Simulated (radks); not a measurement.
Values are calculated unless marked as measured or tabulated.
Neutral iodine inside a hard spherical wall (all orbitals vanish at R), configuration held at [Kr] 4d10 5s2 5p5 and not refilled when levels cross. Level of theory: scalar-relativistic Kohn-Sham, PBEsol, spin-polarised, spherical densities, point nucleus; open shells are filled with parallel spins first (spin-orbit coupling, left out, can overturn this in heavy ions) (a radial shooting solver on a logarithmic mesh with Libxc functionals). Eigenvalues in eV for spin up, with the zero of energy where the potential of the charges vanishes at infinity; a dash marks a level that is unbound or too diffuse for the functional's potential to be trusted. A positive occupied level is held by the wall or, in an anion where self-interaction has pushed it up, behind a barrier. The pressure on the wall is -dE/dV.

R (bohr)  E (hartree)  kinetic (hartree)    e(4p)    e(4d)    e(5s)   e(5p)  e(6s, empty)  e(5d, empty)  pressure (GPa)
free      -7113.43185           7466.274  -127.39  -50.242  -17.724  -7.376             -             -               0
15        -7113.43185           7466.274  -127.39  -50.242  -17.724  -7.376        -0.429             -        < 0.0001
10        -7113.43178           7466.275  -127.38  -50.234  -17.718  -7.370         0.050         1.818         0.00258
8         -7113.43049           7466.288  -127.31  -50.157  -17.654  -7.309         1.064         2.573          0.0712
7         -7113.42615           7466.324  -127.12  -49.973  -17.505  -7.161         2.320         3.317           0.390
3.5       -7112.34949           7471.454  -115.83  -39.031   -8.275   3.976        44.228        23.318             340
3         -7110.90342           7477.155  -108.18  -31.739   -0.220  14.034        76.054        38.320            1150
